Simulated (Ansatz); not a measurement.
`S[SiH](Cl)CCl` + H₂ → `S[SiH2]CCl` + HCl  (hydrogenolysis of the Si–Cl bond)

Gas-phase electronic energies from Ansatz, PBE0-D4/def2-TZVP geometries. CBS: MP2 limit from def2 TZ/QZ plus the TZ coupled-cluster correction, frozen cores. This one scheme is used for every species. DFT in def2-TZVPP. One conformer a species, not always the lowest.

```csv
level,ΔE (kJ/mol),difference from CCSD(T)/CBS
PBE-D4,83.6,0.2
revPBE-D4,88.1,4.7
CAM-B3LYP-D4,78.3,-5.1
ωB97X-V,81.1,-2.3
PBE-QIDH,82.1,-1.3
LC-ωPBE,74.8,-8.6
CCSD/def2-SVP,63.3,-20.1
MP2/def2-TZVPP,89.1,5.7
CCSD(T)/def2-TZVPP,77.1,-6.3
HF/def2-QZVPP,63.3,-20.1
CCSD(T)/CBS,83.4,0
```

(1) What do rigid-rotor, harmonic-oscillator terms from PBE0-D4/def2-TZVP frequencies (298.15 K, 1 bar) make of the CCSD(T)/CBS value? (Best estimate.)

Largest T1 diagnostic among the species: 0.010.

Results:

(1) The calculation gave: ΔZPE = +7.9 kJ/mol, ΔH = +88.5 kJ/mol, ΔS = 26 J/(mol·K), ΔG = +80.7 kJ/mol.

Leaving LDA and LC-ωPBE aside and taking each functional with its dispersion term where it has one, the values, not all of them listed here, spread over 10.5 kJ/mol, from B2PLYP to revPBE-D4. LDA lies +4.5 kJ/mol from PBE without D4. At CCSD(T), def2-SVP lies −17.5 kJ/mol from the extrapolated value and def2-TZVPP −6.3 kJ/mol.
